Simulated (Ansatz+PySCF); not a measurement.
## doublet BeH: levels of theory in one basis

```xyz
2

Be    0.0000    0.0000   -0.5842
H     0.0000    0.0000    2.3367
```

Basis set: 6-31G (spherical functions). All electrons are correlated. Correlation on ROHF uses semicanonical orbitals with singles. Charge 0, multiplicity 2.

Computed with Ansatz (development build ahead of 0.2.0); each method stands on the lowest determinant of its kind that the runs found.

| method | E − E(ROHF) (eV) | <S²> of the determinant |
| --- | --- | --- |
| ROHF | 0.00 | 0.75 |
| UHF | -0.11 | 0.99 |
| ROHF-MP2 | -0.67 | – |
| ROHF-CCSD | -1.29 | – |
| ROHF-CCSD(T) | -1.29 | – |
| full CI (lowest root of this spin) | -1.29 | – |

(1) What does UHF-MP2 give on the same scale?

(2) Is a single determinant a sound starting point here?

## Answers

(1) -0.58 eV.

At such a shape the full CI root can have another spatial symmetry than the determinants, so the rows needn't describe one state.

(2) Only with care. Unrestricted orbitals gain 0.11 eV and <S²> is 0.99 against 0.75 for a pure state, a contamination that matters most for the unrestricted series.

Caution for UHF, UHF-MP2: the unrestricted determinant is spin contaminated. Caution for ROHF-MP2, UHF-MP2, ROHF-CCSD, ROHF-CCSD(T): bonds are stretched, where a single reference can fail.
